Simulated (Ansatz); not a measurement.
A set of 12 reactions (ligand exchange), with CCSD(T)/CBS values in kJ/mol:

```json
{"reaction": "`F[CH2][ZnH]` + `[OH][GeH3]` → `[ZnH][O][GeH3]` + `CF`", "ΔE": "-105.2"}
{"reaction": "`BC[SiH2]S` + CH₃SH → `CS[SiH2]S` + `BC`", "ΔE": "-49.9"}
{"reaction": "`C=C(Cl)[SiH2][SiH3]` + H–F → `F[SiH2][SiH3]` + `C=CCl`", "ΔE": "-112.1"}
{"reaction": "`F[CH]([SiH3])[GeH3]` + `OC[TeH]` → `OC[Te][GeH3]` + `FC[SiH3]`", "ΔE": "-84.9"}
{"reaction": "`[F][Sn]([F])([F])[SeH]` + H₂Se → `[SeH][SeH]` + `[F][SnH]([F])[F]`", "ΔE": "80.2"}
{"reaction": "`OBS[SiH3]` + H–F → `OBF` + `[SiH3]S`", "ΔE": "-79.9"}
{"reaction": "`[CH3][Sn]([OH])([OH])[OH]` + H–F → `[OH][Sn]([OH])([OH])[F]` + CH₄", "ΔE": "-52.8"}
{"reaction": "`C[Se][SiH](O)F` + `C[SiH](N)O` → `C[Si@H](O)N[Si@@H](O)F` + `C[SeH]`", "ΔE": "-24.1"}
{"reaction": "`NB(Cl)[O][GeH3]` + `NB(O)F` → `OB(F)[NH][GeH3]` + `NB(O)Cl`", "ΔE": "2.6"}
{"reaction": "`OBS[SiH3]` + `[BH2][AlH][OH]` → `[BH2][AlH][O][SiH3]` + `OBS`", "ΔE": "-56.0"}
{"reaction": "`IB1C[SiH2]1` + HCl → `ClB1C[SiH2]1` + HI", "ΔE": "-7.9"}
{"reaction": "`C[CH2][AlH][OH]` + HBr → `C[CH2][AlH][Br]` + H₂O", "ΔE": "-36.6"}
```

Isolated molecules relaxed with PBE0-D4/def2-TZVP in Ansatz; ΔE leaves out vibrations. CCSD(T)/CBS is the MP2 limit (def2-TZVPP, def2-QZVPP) plus CCSD(T) − MP2 in def2-TZVPP, frozen cores. This one scheme is used for every species. Functionals use def2-TZVPP. B3LYP here is the variant with VWN-RPA as its local correlation; programs differ in this. def2 core potentials past Kr. For Br, Ge, I, Se, Sn, Te, Zn outer-core shells are correlated without core-valence functions, which leaves a few kJ/mol of doubt a bond. Scalar relativity is left out up to krypton. Each species was taken in one conformer, which may not be the lowest.

Q: Give the mean, mean absolute and largest difference (level minus CCSD(T)/CBS, kJ/mol) for: PBE-D4, B3LYP-D4, ωB97X-V, ωB97M-V, B2PLYP, PBE, r2SCAN, PBE0, B3LYP, HF/def2-TZVPP, MP2/def2-TZVPP, CCSD(T)/def2-TZVPP, HF/def2-QZVPP, SCS-MP2/def2-QZVPP. (Estimate.)

A: Computed: 
```tsv
level	mean	mean absolute	largest
PBE-D4	2.8	7.2	17.0
B3LYP-D4	-2.9	5.9	-10.6
ωB97X-V	-3.5	5.6	-12.0
ωB97M-V	-2.5	5.3	-11.1
B2PLYP	-4.3	6.3	-13.9
PBE	1.2	7.0	17.2
r2SCAN	-2.8	5.3	-15.7
PBE0	-0.9	5.3	12.2
B3LYP	-5.6	9.5	-21.6
HF/def2-TZVPP	-14.9	16.0	-37.7
MP2/def2-TZVPP	0.2	2.4	5.7
CCSD(T)/def2-TZVPP	-0.8	3.2	-6.2
HF/def2-QZVPP	-15.6	17.3	-38.2
SCS-MP2/def2-QZVPP	-2.8	3.8	-7.2
```

The largest T1 diagnostic in the set is 0.016, for `[ZnH][O][GeH3]` (customary mark 0.02).

CCSD(T)/CBS is a level of theory with its own doubt, and the functionals carry their triple-zeta basis error, so these figures describe this set and don't rank the functionals.
